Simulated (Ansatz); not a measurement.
**Abstraction of Cl: CHBrCl2 + C4H9 → CHBrCl + C4H9Cl**

Species: CHBrCl2 (bromodichloromethane) `ClC(Cl)Br`, singlet; C4H9 (tert-butyl radical) `C[C](C)C`, doublet; CHBrCl `Cl[CH]Br`, doublet; C4H9Cl (2-chloro-2-methylpropane) `CC(C)(C)Cl`, singlet. A radical takes Cl: the energy is the difference in strength between two C–Cl bonds in different surroundings.

Shapes, held fixed at every level: PBE0-D4/def2-TZVP. Programs: Ansatz 0.2.0. The zero-point and thermal change to 298 K, harmonic and unscaled (PBE0-D4/def2-TZVP), is +2.6 kJ/mol.

Q: Estimate ΔH(298 K) of this reaction.

A: The highest level, CCSD(T)/def2-TZVPP, gives ΔH(298 K) = -49.1 kJ/mol; the levels span -50.6 to -39.6. The column of differences is taken from that level and isn't an error. No measured value is set beside it here. Open shells run unrestricted. Relativity is left out for Br. Outer-core shells of Br are correlated in most correlated rows, in sets that cover them unevenly. Times are processor times on shared x86 and Arm servers, and rough.

| level | kind | ΔH(298 K) (kJ/mol) | less CCSD(T)/def2-TZVPP | CPU time (sum over the molecules) |
| --- | --- | --- | --- | --- |
| MP2/def2-SVP | perturbation theory | -48.7 | +0.4 | – |
| SPW92/def2-TZVPP | LDA | -41.3 | +7.8 | 17 s |
| r2SCAN-D4/def2-TZVPP | meta-GGA | -39.6 | +9.5 | 58 s |
| r2SCAN0-D4/def2-TZVPP | global hybrid | -42.3 | +6.8 | 66 s |
| wB97X-V/def2-TZVPP | range-separated hybrid | -45.4 | +3.7 | 89 s |
| CCSD(T)/def2-SVP | coupled cluster or CI | -50.6 | -1.5 | 66 s |
| CCSD(T)/def2-TZVPP | coupled cluster or CI | -49.1 | 0.0 | 14 min |
